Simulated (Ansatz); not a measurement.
Born–Oppenheimer molecular dynamics of BF₂H₃Si (7 atoms, charge 0, multiplicity 1). It starts at the highest image of a converged band, a first-order saddle point between two minima.

Computed with RKS PBE0-D4/6-31G* (Ansatz 0.2.0).

```
ensemble                      : NVE (velocity Verlet)
time step                     : 0.5 fs
steps asked                   : 200
starting velocities drawn for : 300 K
seed                          : 11235
```

Frames 0.5 fs apart, positions in Å, forces in eV/Å.

Velocities at 25.0 fs (Å/ps):

```
B 6.37 3.03 -1.92
Si -6.22 -2.34 1.00
F 2.37 2.07 -0.76
F 3.83 -1.40 -0.94
H 1.86 13.76 10.34
H 4.27 -9.65 8.17
H -18.01 15.76 6.42
```

```xyz
7
Properties=species:S:1:pos:R:3:forces:R:3 time_fs=25.0 energy_less_start_eV=0.014 T=279
B -0.562 0.890 -0.001 1.16 0.15 -0.48
Si 0.123 -0.836 0.134 -1.66 0.93 0.24
F 0.711 -1.264 1.530 0.83 -0.50 0.34
F 0.230 -2.064 -0.861 0.41 -0.03 -0.18
H -1.067 1.335 -0.981 -0.15 -0.09 -0.05
H -0.257 1.526 0.970 -0.44 -0.13 0.16
H 0.794 0.735 -0.413 -0.14 -0.33 -0.04
7
Properties=species:S:1:pos:R:3:forces:R:3 time_fs=25.5 energy_less_start_eV=0.005 T=292
B -0.559 0.891 -0.002 1.17 0.14 -0.41
Si 0.120 -0.837 0.134 -1.68 0.89 0.24
F 0.712 -1.264 1.530 0.82 -0.49 0.32
F 0.232 -2.065 -0.861 0.41 -0.01 -0.17
H -1.066 1.342 -0.976 -0.18 -0.08 -0.09
H -0.256 1.521 0.975 -0.45 -0.14 0.16
H 0.785 0.742 -0.410 -0.09 -0.31 -0.06
7
Properties=species:S:1:pos:R:3:forces:R:3 time_fs=26.0 energy_less_start_eV=-0.004 T=307
B -0.555 0.893 -0.003 1.16 0.13 -0.35
Si 0.117 -0.838 0.135 -1.69 0.84 0.24
F 0.713 -1.263 1.530 0.81 -0.48 0.30
F 0.234 -2.066 -0.862 0.41 0.01 -0.14
H -1.066 1.349 -0.971 -0.20 -0.07 -0.12
H -0.255 1.515 0.979 -0.46 -0.14 0.16
H 0.776 0.749 -0.407 -0.03 -0.29 -0.09
7
Properties=species:S:1:pos:R:3:forces:R:3 time_fs=26.5 energy_less_start_eV=-0.015 T=323
B -0.551 0.894 -0.004 1.14 0.14 -0.30
Si 0.114 -0.839 0.136 -1.70 0.78 0.25
F 0.715 -1.262 1.529 0.80 -0.47 0.27
F 0.236 -2.067 -0.862 0.41 0.03 -0.12
H -1.066 1.355 -0.966 -0.22 -0.07 -0.14
H -0.256 1.510 0.984 -0.47 -0.14 0.16
H 0.766 0.755 -0.405 0.04 -0.26 -0.12
7
Properties=species:S:1:pos:R:3:forces:R:3 time_fs=27.0 energy_less_start_eV=-0.026 T=341
B -0.547 0.896 -0.005 1.09 0.14 -0.25
Si 0.110 -0.840 0.136 -1.70 0.71 0.26
F 0.716 -1.261 1.529 0.79 -0.46 0.24
F 0.238 -2.067 -0.863 0.41 0.06 -0.10
H -1.067 1.361 -0.962 -0.24 -0.08 -0.15
H -0.257 1.504 0.990 -0.47 -0.15 0.16
H 0.757 0.761 -0.402 0.12 -0.23 -0.16
7
Properties=species:S:1:pos:R:3:forces:R:3 time_fs=27.5 energy_less_start_eV=-0.039 T=360
B -0.543 0.898 -0.006 1.02 0.16 -0.22
Si 0.106 -0.841 0.137 -1.69 0.63 0.27
F 0.718 -1.260 1.529 0.77 -0.45 0.21
F 0.240 -2.068 -0.863 0.40 0.09 -0.07
H -1.068 1.367 -0.958 -0.24 -0.08 -0.15
H -0.260 1.498 0.996 -0.47 -0.15 0.15
H 0.748 0.766 -0.400 0.21 -0.20 -0.19
7
Properties=species:S:1:pos:R:3:forces:R:3 time_fs=28.0 energy_less_start_eV=-0.052 T=380
B -0.538 0.899 -0.008 0.94 0.18 -0.19
Si 0.102 -0.841 0.137 -1.68 0.54 0.28
F 0.720 -1.259 1.528 0.74 -0.43 0.16
F 0.242 -2.069 -0.864 0.40 0.13 -0.04
H -1.070 1.373 -0.954 -0.23 -0.10 -0.14
H -0.264 1.491 1.002 -0.47 -0.15 0.14
H 0.739 0.770 -0.398 0.30 -0.17 -0.22
7
Properties=species:S:1:pos:R:3:forces:R:3 time_fs=28.5 energy_less_start_eV=-0.065 T=401
B -0.534 0.901 -0.009 0.83 0.21 -0.18
Si 0.098 -0.842 0.138 -1.65 0.45 0.30
F 0.721 -1.259 1.528 0.72 -0.41 0.12
F 0.245 -2.069 -0.865 0.39 0.16 -0.01
H -1.072 1.379 -0.951 -0.22 -0.12 -0.12
H -0.269 1.484 1.008 -0.46 -0.15 0.13
H 0.731 0.774 -0.397 0.39 -0.14 -0.24
7
Properties=species:S:1:pos:R:3:forces:R:3 time_fs=29.0 energy_less_start_eV=-0.079 T=423
B -0.529 0.903 -0.011 0.72 0.24 -0.17
Si 0.094 -0.843 0.139 -1.62 0.35 0.31
F 0.723 -1.258 1.528 0.69 -0.40 0.07
F 0.247 -2.070 -0.865 0.39 0.20 0.02
H -1.075 1.384 -0.948 -0.20 -0.14 -0.08
H -0.275 1.476 1.015 -0.44 -0.15 0.12
H 0.724 0.778 -0.397 0.47 -0.10 -0.27
7
Properties=species:S:1:pos:R:3:forces:R:3 time_fs=29.5 energy_less_start_eV=-0.093 T=445
B -0.524 0.905 -0.012 0.60 0.28 -0.17
Si 0.090 -0.844 0.139 -1.58 0.25 0.33
F 0.725 -1.258 1.528 0.66 -0.38 0.02
F 0.249 -2.071 -0.866 0.38 0.23 0.05
H -1.079 1.389 -0.945 -0.18 -0.16 -0.05
H -0.283 1.469 1.022 -0.43 -0.15 0.10
H 0.719 0.781 -0.397 0.55 -0.07 -0.28
7
Properties=species:S:1:pos:R:3:forces:R:3 time_fs=30.0 energy_less_start_eV=-0.108 T=468
B -0.518 0.907 -0.014 0.48 0.33 -0.17
Si 0.085 -0.844 0.140 -1.52 0.14 0.34
F 0.728 -1.257 1.528 0.62 -0.36 -0.03
F 0.252 -2.071 -0.866 0.36 0.27 0.09
H -1.083 1.394 -0.943 -0.15 -0.19 0.00
H -0.291 1.460 1.030 -0.41 -0.15 0.07
H 0.714 0.784 -0.397 0.62 -0.04 -0.30
7
Properties=species:S:1:pos:R:3:forces:R:3 time_fs=30.5 energy_less_start_eV=-0.124 T=492
B -0.513 0.909 -0.015 0.36 0.37 -0.18
Si 0.081 -0.845 0.141 -1.46 0.04 0.36
F 0.730 -1.257 1.528 0.58 -0.34 -0.08
F 0.254 -2.072 -0.867 0.35 0.31 0.12
H -1.087 1.398 -0.940 -0.12 -0.22 0.04
H -0.300 1.452 1.037 -0.38 -0.15 0.05
H 0.711 0.787 -0.399 0.67 -0.02 -0.30
```

Of the whole run (100 fs, mean temperature of the second half 430 K): The conserved energy stayed within 0.039 meV per atom of its start (net change 0.028 meV per atom), so the integration is sound. The system heated up, since it started high on the potential surface and ran downhill. A run of 0.1 ps of so small a system gives no equilibrium averages. The orbitals stay closed-shell, which can raise the energy where a bond breaks towards radicals; this wasn't checked here.

Time of the run: 5.6 min on 1 thread of Intel(R) Xeon(R) 6975P-C (Granite Rapids), with other jobs on the host, peak memory 0.25 GiB.
